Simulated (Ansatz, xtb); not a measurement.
**Two isomers of C4H4BrNS**

We compare X, `Cc1nscc1Br`, a singlet, with Y, `Nc1ccsc1Br`, a singlet. Both are isolated molecules in the gas phase, relaxed with B3LYP-D3(BJ)/def2-SVP; the shapes shown needn't be the lowest conformers.

X (Å):

```yaml
atoms:
  - { symbol: C, position_ang: [-0.8370, -0.4419, -2.1019] }
  - { symbol: C, position_ang: [0.3958, -0.6401, -1.2762] }
  - { symbol: C, position_ang: [2.6568, -0.9840, -0.8198] }
  - { symbol: C, position_ang: [1.7218, -0.8269, -1.8101] }
  - { symbol: Br, position_ang: [2.1085, -0.8499, -3.6595] }
  - { symbol: N, position_ang: [0.3329, -0.6552, 0.0392] }
  - { symbol: S, position_ang: [1.8542, -0.8932, 0.7005] }
  - { symbol: H, position_ang: [-0.7396, 0.4502, -2.7408] }
  - { symbol: H, position_ang: [-1.7069, -0.3235, -1.4437] }
  - { symbol: H, position_ang: [-1.0011, -1.3017, -2.7709] }
  - { symbol: H, position_ang: [3.7287, -1.1410, -0.9282] }
```

Y (Å):

```yaml
atoms:
  - { symbol: C, position_ang: [0.4856, -0.6414, -1.8673] }
  - { symbol: C, position_ang: [0.5074, -1.3411, -0.6099] }
  - { symbol: C, position_ang: [1.7085, -1.2515, 0.0412] }
  - { symbol: C, position_ang: [1.7060, -0.0402, -2.1094] }
  - { symbol: Br, position_ang: [2.1289, 0.9979, -3.6231] }
  - { symbol: N, position_ang: [-0.6011, -0.6386, -2.7278] }
  - { symbol: S, position_ang: [2.8696, -0.3244, -0.8435] }
  - { symbol: H, position_ang: [-0.5628, 0.0729, -3.4515] }
  - { symbol: H, position_ang: [-1.5072, -0.6754, -2.2736] }
  - { symbol: H, position_ang: [-0.3495, -1.8956, -0.2236] }
  - { symbol: H, position_ang: [1.9805, -1.6919, 0.9990] }
```

Estimate which is lower in electronic energy at CCSD(T)/def2-SVP + ΔMP2/def2-TZVPP, and by roughly how much.

The CCSD(T)/def2-SVP + ΔMP2/def2-TZVPP calculation puts structure X lower, by 15.3 kJ/mol.

Level by level:

| level | geometry | E(Y) − E(X) (kJ/mol) | departure from the last row (kJ/mol) | job, with rough time for the two |
| --- | --- | --- | --- | --- |
| GFN2-xTB | GFN2-xTB | +49.4 | +34.1 | optimisation, 0.15 s |
| HF/STO-3G | GFN2-xTB | +47.0 | +31.7 | single point, 0.52 s |
| r2SCAN-D4/def2-SVP | GFN2-xTB | +0.4 | −14.9 | single point, 4.4 s |
| B3LYP-D3(BJ)/def2-SVP | B3LYP-D3(BJ)/def2-SVP | +2.3 | −13.1 | optimisation, 38 s |
| HF/def2-SVP | B3LYP-D3(BJ)/def2-SVP | −3.7 | −19.0 | part of the CCSD(T) run |
| MP2/def2-SVP | B3LYP-D3(BJ)/def2-SVP | +9.5 | −5.9 | part of the CCSD(T) run |
| CCSD(T)/def2-SVP | B3LYP-D3(BJ)/def2-SVP | +12.5 | −2.8 | single point |
| CCSD(T)/def2-SVP + ΔMP2/def2-TZVPP | B3LYP-D3(BJ)/def2-SVP | +15.3 |  | single point, 84 s |

As drawn, Y has 1 C–N, 1 C∷C, 1 C∷S, 2 N–H in place of 1 C–C, 1 C∷N, 1 N∷S, 2 C–H (∷ is an aromatic bond).

HF/def2-SVP puts the two in the other order. r2SCAN-D4/def2-SVP finds them nearly level. The largest departure from CCSD(T)/def2-SVP + ΔMP2/def2-TZVPP is that of GFN2-xTB, 34.1 kJ/mol. The last row adds to CCSD(T) the change of the MP2 difference between the two basis sets, here +2.8 kJ/mol.

With thermal terms from frequencies at re-optimised GFN2-xTB minima (ideal gas, soft modes damped towards free rotors, one conformer each, 298.15 K, 1 atm): the zero-point term adds +0.4 kJ/mol; ΔH is +15.7 and ΔG +17.0 kJ/mol.

The correlated steps freeze 19 core orbitals; the filled d shell of Br is correlated, in a basis made for valence electrons. Programs: Ansatz 0.2.0, xtb 6.7.1; the last row on 4 threads of Arm Neoverse V1 on a shared host.
